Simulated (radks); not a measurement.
Numerical settings for neutral tin, [Kr] 4d10 5s2 5p2. Method: Dirac Kohn-Sham, PBE, spin-unpolarised, spherical densities, finite nucleus; open shells fill j = l - 1/2 first; Fermi nuclear charge, rms radius 4.6519 fm; computed with a radial shooting solver on a logarithmic mesh with Libxc functionals. The defaults (mesh step 0.008 in ln r, mesh end at 40 bohr or more with all orbitals vanishing there, Anderson mixing 0.5 over 9 steps, residual threshold near 1e-9 with the energy settled to 1e-9 hartree or 1e-11 of itself, here a cap of 98 iterations) give E = -6178.8615 hartree and 5p1/2 at -3.831 eV in 14 iterations. Run on one thread of a shared host, so times are rough (Arm Neoverse V1): 0.14 s of CPU time, 0.14 s wall, 14 iterations on 2437 mesh points. One setting is changed at a time: mesh step in ln r 0.12; mesh step in ln r 0.08; mesh step in ln r 0.05; mesh end (bohr) 3; mesh end (bohr) 8; residual threshold 1e-13; residual threshold 0.01; mixing 0.05; linear mixing, mixing 0.5; linear mixing, mixing 0.05; mixing history 3; iteration cap 3. Which runs fail to converge, and which converge to a wrong energy?

Answer. Not converged within the cap: mesh step in ln r 0.12; mesh step in ln r 0.08; linear mixing, mixing 0.05; iteration cap 3. Settled on a wrong energy, with an occupied level pushed above zero by the early mesh end: mesh end (bohr) 3 (+2.25 hartree). Apart from these: settings that end as converged yet miss the energy by more than 1 mhartree: mesh end (bohr) 8 (+0.00534 hartree).
